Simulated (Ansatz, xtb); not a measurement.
# ClSi2Zn+: where a starting geometry ends

The starting geometry of this gas-phase singlet has its atoms placed at random.

```yaml
atoms:
  - { symbol: Cl, position_ang: [1.2796, -1.1099, -0.1657] }
  - { symbol: Si, position_ang: [0.0455, -0.1506, -1.5206] }
  - { symbol: Si, position_ang: [0.4839, 1.0893, 1.0743] }
  - { symbol: Zn, position_ang: [-1.2845, 0.0241, 0.8943] }
```

One run relaxed it with r2SCAN-D4/def2-SVP. What is a likely outcome?

It ends as a structure with Cl1 bridging Si2 and Si3, given below by its coordinates. Distances that change by over a tenth: Cl1–Si2 (2.07 → 2.29 Å), Si3–Zn4 (2.07 → 2.57 Å). Contacts that close: Cl1–Si3 (2.65 → 2.29 Å), Si2–Si3 (2.91 → 2.40 Å), Si2–Zn4 (2.76 → 2.58 Å).

The energy falls by 1.33 eV over 8 steps:

```json
{"step": "1", "E − E(last) (eV)": "1.335"}
{"step": "2", "E − E(last) (eV)": "0.377"}
{"step": "3", "E − E(last) (eV)": "0.135"}
{"step": "4", "E − E(last) (eV)": "0.046"}
{"step": "5", "E − E(last) (eV)": "0.018"}
{"step": "6", "E − E(last) (eV)": "0.017"}
{"step": "7", "E − E(last) (eV)": "0.000"}
{"step": "8", "E − E(last) (eV)": "0.000"}
```

Final geometry (Å):

| atom | x (Å) | y (Å) | z (Å) |
| --- | --- | --- | --- |
| Cl | 1.4750 | -1.0846 | -0.0530 |
| Si | -0.1091 | 0.0416 | -1.2664 |
| Si | 0.7703 | 0.9319 | 0.7763 |
| Zn | -1.6116 | -0.0361 | 0.8255 |

From the same start GFN2-xTB ends elsewhere, differing in Cl1–Si3 (2.72 against 2.29 Å here).

From so rough a start the end depends on the optimiser's path, so another program may land elsewhere. The end wasn't checked by frequencies. Run with Ansatz 0.2.0, 29 s on 1 thread of Intel(R) Xeon(R) Platinum 8259CL CPU @ 2.50GHz (Skylake/Cascade Lake), on a shared host.
